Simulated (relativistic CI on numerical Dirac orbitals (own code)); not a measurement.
d5 in a ligand field

Computed with a parametric ligand-field model of a d^n configuration (Racah B and C, spin-orbit zeta, crystal field), exact diagonalisation.

Field parameters in Wybourne normalisation: Oh B⁴₀ = 21Dq, B⁴₄ = √(5/14) B⁴₀. The field is a parameter set, without covalency.

B = 730 cm⁻¹, C = 2840 cm⁻¹ (C/B = 3.89), Oh, no spin-orbit coupling. Tanabe-Sugano data, E/B above the lowest term (Δ = |10Dq|; b, c mark the second and third term of a kind):

| Δ/B | 6A1 | 4T1 | 4T2 | 4T1(b) | 2T2 | 2A2 | 2T1 |
| --- | --- | --- | --- | --- | --- | --- | --- |
| 1.0 | 0.00 | 29.28 | 29.43 | 34.39 | 41.93 | 42.01 | 42.02 |
| 3.0 | 0.00 | 28.18 | 29.25 | 35.41 | 40.40 | 41.18 | 41.29 |
| 5.0 | 0.00 | 26.61 | 28.87 | 36.81 | 37.68 | 39.84 | 40.04 |
| 7.0 | 0.00 | 24.87 | 28.26 | 38.27 | 34.41 | 38.25 | 38.52 |
| 9.0 | 0.00 | 23.04 | 27.38 | 39.67 | 30.91 | 36.53 | 36.83 |
| 11.0 | 0.00 | 21.18 | 26.25 | 40.95 | 27.30 | 34.73 | 35.06 |
| 13.0 | 0.00 | 19.28 | 24.91 | 42.05 | 23.61 | 32.88 | 33.22 |
| 15.0 | 0.00 | 17.37 | 23.41 | 42.95 | 19.87 | 31.00 | 31.35 |
| 17.0 | 0.00 | 15.44 | 21.79 | 43.65 | 16.10 | 29.10 | 29.45 |
| 19.0 | 0.00 | 13.50 | 20.09 | 44.18 | 12.31 | 27.17 | 27.53 |
| 21.0 | 0.00 | 11.55 | 18.33 | 44.58 | 8.49 | 25.24 | 25.60 |
| 23.0 | 0.00 | 9.60 | 16.53 | 44.88 | 4.65 | 23.30 | 23.66 |
| 25.0 | 0.00 | 7.64 | 14.69 | 45.11 | 0.80 | 21.35 | 21.71 |
| 27.0 | 3.07 | 8.75 | 15.89 | 48.35 | 0.00 | 22.46 | 22.82 |
| 29.0 | 6.95 | 10.66 | 17.88 | 52.37 | 0.00 | 24.37 | 24.74 |
| 31.0 | 10.83 | 12.58 | 19.87 | 56.37 | 0.00 | 26.29 | 26.66 |
| 33.0 | 14.73 | 14.50 | 21.85 | 60.35 | 0.00 | 28.22 | 28.58 |
| 35.0 | 18.63 | 16.43 | 23.83 | 64.33 | 0.00 | 30.15 | 30.51 |
| 37.0 | 22.54 | 18.36 | 25.80 | 68.30 | 0.00 | 32.08 | 32.45 |
| 39.0 | 26.46 | 20.30 | 27.78 | 72.27 | 0.00 | 34.02 | 34.38 |
| 41.0 | 30.38 | 22.24 | 29.76 | 76.23 | 0.00 | 35.96 | 36.33 |
| 43.0 | 34.31 | 24.18 | 31.73 | 80.19 | 0.00 | 37.91 | 38.27 |
| 45.0 | 38.24 | 26.13 | 33.71 | 84.16 | 0.00 | 39.86 | 40.22 |
| 47.0 | 42.18 | 28.08 | 35.68 | 88.12 | 0.00 | 41.81 | 42.17 |

The ground term changes from 6A1 to 2T2 between Δ/B = 25.0 and 27.0.
